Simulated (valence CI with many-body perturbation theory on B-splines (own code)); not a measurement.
Values are calculated unless marked as measured or tabulated.
Sensitivity of CI+MBPT for Tb XLV

Level of theory: configuration interaction combined with many-body perturbation theory (CI+MBPT): three valence electrons over a frozen Dirac-Fock core [Ar], a basis of 6 s, 6 p, 5 d, 5 f, 1 g functions for each j, with the one-electron correlation potential Σ1, the two-electron term Σ2, the three-electron term Σ3, Breit, model QED; selected CI, second order for the rest, scaled by the run's own slope (own B-spline code, finite nucleus).

No measured spectrum was set against this ion. As an estimate, large intervals hold to a few tenths of a per cent, small ones and those within an open d or f shell to about a per cent. Only levels of the ground parity were solved; by the run's estimate the other parity begins above the list, which can be wrong where configurations are misplaced.

The reference run has the lowest level (3d3/2^3) J=3/2 and an ionisation energy of 3573.56 eV. Its largest variational space holds 2196 state functions.

Levels are named by their leading jj configuration (3d3/2^4 stands for four electrons in 3d with j = 3/2), which in mixed levels can hold well under half, so a name can repeat and another be missing. Letters in brackets count levels of one name in rising energy.

Changed runs:
A. box radius (bohr) 2.5468 → 2.38
B. shift of the energy in Σ1 (hartree) 0 → -18.408
C. factor on the speed of light 1 → 10; QED terms on → off
D. box radius (bohr) 2.5468 → 0.71 (bad on purpose)

Excitation energies of the reference run in cm⁻¹, and shifts in cm⁻¹:

| Level | Reference | A | B | C | D |
| --- | --- | --- | --- | --- | --- |
| (3d3/2^2 3d5/2) J=5/2 [a] | 264088 | 0 | +3323 | -263009 | +137 |
| (3d3/2^2 3d5/2) J=3/2 | 310817 | 0 | +3203 | -217454 | +77 |
| (3d3/2^2 3d5/2) J=7/2 | 330441 | 0 | +3450 |  | +90 |
| (3d3/2^2 3d5/2) J=9/2 | 335988 | 0 | +3307 |  | +64 |
| (3d3/2^2 3d5/2) J=1/2 | 345793 | 0 | +3269 | -252982 | +51 |
| (3d3/2^2 3d5/2) J=5/2 [b] | 491034 | 0 | +3682 | -396457 | +31 |
| (3d3/2 3d5/2^2) J=7/2 [a] | 591929 | 0 | +6533 |  | +204 |
| (3d3/2 3d5/2^2) J=9/2 | 620160 | 0 | +6670 |  | +189 |
| (3d3/2 3d5/2^2) J=3/2 [a] | 655483 | 0 | +6604 |  | +184 |
| (3d3/2 3d5/2^2) J=1/2 | 675029 | 0 | +6636 | -542718 | +118 |
| (3d3/2 3d5/2^2) J=11/2 | 688149 | 0 | +6633 | -545664 | +124 |
| (3d3/2 3d5/2^2) J=5/2 [a] | 695698 | 0 | +6322 | -552234 | +135 |
| Ionisation energy (eV) | 3573.56 | +6e-05 | -4.29 | -18.74 | -0.26 |

A blank means that the level has no clear partner in that run.
